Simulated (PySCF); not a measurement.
Compound: C4H9ClO2Si2.
Numbering: `[O:1]=[C:2]1[CH2:3][CH2:4][Si@@:5]([Cl:6])([O:7][SiH3:8])[CH2:9]1`

Probes without a nucleus sit at each ring's centroid and 1 Å off its mean plane on both sides; NICS is minus the shielding there, NICSzz its component along the normal. Level: GIAO PBE0/pcSseg-1 (PySCF, non-relativistic, gas phase) on the GFN2-xTB geometry, one conformer.

Ring bond lengths (Å), with Mayer bond orders in brackets: C2–C3 1.515 (0.97), C3–C4 1.533 (1.02), C4–Si5 1.903 (0.89), Si5–C9 1.900 (0.86), C9–C2 1.511 (0.99).

Question: Give the NICS values of each ring in ppm.

Answer: 
| ring | type | NICS(0) | NICS(1), two faces | NICS(1)zz, two faces | rms pucker (Å) | centre to ring atoms, mean (Å) |
| --- | --- | --- | --- | --- | --- | --- |
| C2–C3–C4–Si5–C9 | 5-membered ring with Si; formal bonds all single | 0.1 | -2.9 / -1.6 | -2.9 / 2.5 | 0.17 | 1.40 |

Question: What do they say, and how far can they be read as aromaticity?

Answer: 
- C2–C3–C4–Si5–C9: mean NICS(1)zz -0.2 ppm, near zero. C3, C4, Si5, C9 have four or more neighbours, so the value isn't read as a sign of a π ring current. The two faces differ by 5.4 ppm, so no symmetry operation interchanges them.

Question: List the ring angles and the Hirshfeld charges of the ring atoms.

Answer: 
- C2–C3–C4–Si5–C9: C2 111.7° (+0.167 e), C3 109.1° (-0.078 e), C4 104.3° (-0.165 e), Si5 94.7° (+0.446 e), C9 104.3° (-0.182 e); sum 524.0° against 540° for a flat convex ring.

Question: How shielded are the nuclei of the rings and their hydrogens (means over atoms taken as equivalent)?

Answer: 
| atoms | environment | σ isotropic (ppm) |
| --- | --- | --- |
| C2 | ketone carbonyl carbon | -27.4 |
| C3 | sp3 carbon next to a carbonyl | 143.7 |
| C4 | sp3 carbon bound to silicon | 165.0 |
| Si5 | chlorine-bound silicon | 344.0 |
| C9 | sp3 carbon bound to silicon | 153.2 |
| H on C3 | methylene hydrogen | 29.25 |
| H on C3 | methylene hydrogen | 29.44 |
| H on C4 | methylene hydrogen | 30.46 |
| H on C4 | methylene hydrogen | 30.31 |
| H on C9 | methylene hydrogen | 29.98 |
| H on C9 | methylene hydrogen | 29.98 |

On one thread of an Arm Neoverse N1, no GPU (shared host), this took 78 s of wall time and 1.1 GiB of memory at its peak. This is the whole shielding run at PBE0/pcSseg-1, SCF included.
